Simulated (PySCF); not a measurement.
Molfile (atoms numbered from 1):
```
C6H12Si
     RDKit          3D

 19 19  0  0  0  0  0  0  0  0999 V2000
    2.5055   -0.1442   -0.6822 C   0  0  0  0  0  0  0  0  0  0  0  0
    2.0825   -0.2461    0.5836 C   0  0  0  0  0  0  0  0  0  0  0  0
    0.2784   -0.0836    1.0838 Si  0  0  0  0  0  4  0  0  0  0  0  0
   -0.5898    1.4638    0.3937 C   0  0  0  0  0  0  0  0  0  0  0  0
   -1.4907    0.9105   -0.7220 C   0  0  0  0  0  0  0  0  0  0  0  0
   -2.0407   -0.4488   -0.2801 C   0  0  0  0  0  0  0  0  0  0  0  0
   -0.8693   -1.3184    0.2011 C   0  0  0  0  0  0  0  0  0  0  0  0
    3.5615   -0.2401   -0.9594 H   0  0  0  0  0  0  0  0  0  0  0  0
    1.8128    0.0433   -1.5121 H   0  0  0  0  0  0  0  0  0  0  0  0
    2.8362   -0.4337    1.3598 H   0  0  0  0  0  0  0  0  0  0  0  0
    0.1960   -0.1664    2.5766 H   0  0  0  0  0  0  0  0  0  0  0  0
    0.1005    2.2455    0.0434 H   0  0  0  0  0  0  0  0  0  0  0  0
   -1.2051    1.9105    1.1935 H   0  0  0  0  0  0  0  0  0  0  0  0
   -2.3029    1.6085   -0.9847 H   0  0  0  0  0  0  0  0  0  0  0  0
   -0.8946    0.7703   -1.6422 H   0  0  0  0  0  0  0  0  0  0  0  0
   -2.7516   -0.2937    0.5513 H   0  0  0  0  0  0  0  0  0  0  0  0
   -2.6113   -0.9337   -1.0897 H   0  0  0  0  0  0  0  0  0  0  0  0
   -0.3236   -1.7411   -0.6601 H   0  0  0  0  0  0  0  0  0  0  0  0
   -1.1898   -2.1668    0.8241 H   0  0  0  0  0  0  0  0  0  0  0  0
  1  2  2  0
  2  3  1  0
  3  4  1  0
  4  5  1  0
  5  6  1  0
  6  7  1  0
  7  3  1  0
  1  8  1  0
  1  9  1  0
  2 10  1  0
  3 11  1  0
  4 12  1  0
  4 13  1  0
  5 14  1  0
  5 15  1  0
  6 16  1  0
  6 17  1  0
  7 18  1  0
  7 19  1  0
M  END
```

Geometry: PBE0-D3(BJ)/def2-SVP; GIAO shifts from PySCF 2.14.0 with density-fitted response routines, gas phase, non-relativistic, averaged over equivalent atoms.

At KT2/pcSseg-1 (186 basis functions, 32 s wall time on 1 thread of an Arm Neoverse V2, shared host):
```csv
atoms,δ (ppm)
C2,136.6
C1,132.8
C5/C6,33.3
C4/C7,17.6
Si3,-16.0
H10,6.52
H8,6.21
H9,5.80
H11,4.39
H15/H17,1.68
H14/H16,1.64
H13/H19,1.08
H12/H18,0.75
```

Chemical shifts δ = σref − σ; ¹³C (183.22 ppm), ²⁹Si (361.05 ppm), ¹H (31.18 ppm) against TMS, all at this level.

Q: Predict the values at PBE0/pcSseg-1 on the same geometry.

A: 
```json
{"atoms": "C2", "δ at PBE0/pcSseg-1": "147.0", "change": "+10.4"}
{"atoms": "C1", "δ at PBE0/pcSseg-1": "144.3", "change": "+11.5"}
{"atoms": "C5/C6", "δ at PBE0/pcSseg-1": "31.3", "change": "-2.0"}
{"atoms": "C4/C7", "δ at PBE0/pcSseg-1": "15.5", "change": "-2.1"}
{"atoms": "Si3", "δ at PBE0/pcSseg-1": "-12.1", "change": "+3.9"}
{"atoms": "H10", "δ at PBE0/pcSseg-1": "6.73", "change": "+0.21"}
{"atoms": "H8", "δ at PBE0/pcSseg-1": "6.44", "change": "+0.23"}
{"atoms": "H9", "δ at PBE0/pcSseg-1": "6.03", "change": "+0.23"}
{"atoms": "H11", "δ at PBE0/pcSseg-1": "4.34", "change": "-0.05"}
{"atoms": "H15/H17", "δ at PBE0/pcSseg-1": "1.60", "change": "-0.08"}
{"atoms": "H14/H16", "δ at PBE0/pcSseg-1": "1.54", "change": "-0.10"}
{"atoms": "H13/H19", "δ at PBE0/pcSseg-1": "0.93", "change": "-0.15"}
{"atoms": "H12/H18", "δ at PBE0/pcSseg-1": "0.63", "change": "-0.12"}
```

Referencing at the same level of theory: ¹³C (σ = 184.41 ppm) and ²⁹Si (σ = 351.99 ppm) and ¹H (σ = 31.27 ppm) vs TMS.

The largest change is at C1 (terminal =CH2 carbon). Cost: 186 basis functions, 20 s wall time on 1 thread of an Arm Neoverse V2, shared host. The order of the carbon signals is the same at both levels.
